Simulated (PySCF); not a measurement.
**Working out the ionisation energy of I**

I [Kr] 4d10 5s2 5p5 (2P) → I⁺ [Kr] 4d10 5s2 5p4 (3P). All numbers are calculated (PySCF 2.14, a scalar-relativistic core potential, in aug-cc-pVDZ-PP with ECP28MDF). Frozen: 4s2 4p6 4d10. Energies in hartree (1 hartree = 27.21139 eV):

| part | I (lower) | I⁺ (upper) |
| --- | --- | --- |
| UHF | -294.653725 | -294.301268 |
| CCSD correlation | -0.095350 | -0.075545 |
| (T) | -0.001512 | -0.000957 |

Task: What does Hartree-Fock give?

Result: (-294.301268) − (-294.653725) = 0.352457 hartree = 9.591 eV.

Task: What do CCSD and CCSD(T) give?

Result: The CCSD correlation energies differ by 0.019805 hartree = 0.539 eV and the triples by 0.000555 hartree = 0.015 eV, so CCSD gives 10.130 eV and CCSD(T) 10.145 eV.

Measured between the centres of the two terms (NIST): 10.519 eV, so CCSD(T) (valence) is off by -0.374 eV.

A double-zeta basis recovers only part of the correlation energy.

What remains against the reference includes basis incompleteness, the frozen core and higher excitations.
